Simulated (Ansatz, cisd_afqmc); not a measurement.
Species: SiNH5, charge 0, singlet. SiNH5 (SMILES N[SiH3]).
B3LYP-D3(BJ)/def2-TZVP minimum from Ansatz (a program for electronic structure):
```xyz
7

Si    -0.5696     0.0696     0.0504
N      1.1309    -0.1284    -0.1512
H     -1.2484    -0.9196    -0.8181
H     -0.9182     1.4495    -0.3595
H     -1.0862    -0.1260     1.4333
H      1.5430    -1.0471    -0.1078
H      1.7680     0.5669     0.2046
```
Charge 0, spin multiplicity 1.

Total energies in cc-pV(D+d)Z, 14 correlated electrons, 6 frozen orbitals. UHF or UKS for unpaired electrons; spin-orbit terms are left out. Cores are frozen in correlated methods. No relativity. AFQMC/CISD: phaseless, guided by CISD from CCSD amplitudes; bars are statistical, one sigma. Outlying blocks are dropped, and bars are widened where a walk drifts. Over all cases where full CI ran beside it in this data, AFQMC minus full CI had a median of +0.1 mEh and passed +0.4 mEh in a tenth of the cases.

```tsv
method	program	energy (Eh)	minus CCSDT(Q) (mEh)
HF	Ansatz	-346.31583	325.02
MP2	Ansatz	-346.59779	43.05
CCSD	Ansatz	-346.63283	8.01
CCSD(T)	Ansatz	-346.63964	1.21
CCSDT(Q)	Ansatz	-346.64085	0.00
AFQMC/CISD	cisd_afqmc	-346.6409 ± 0.0004	-0.1 ± 0.4
```

Rough core times of Ansatz's runs on a shared machine: CCSD(T) under 20 s, CCSDT(Q) 60 s.
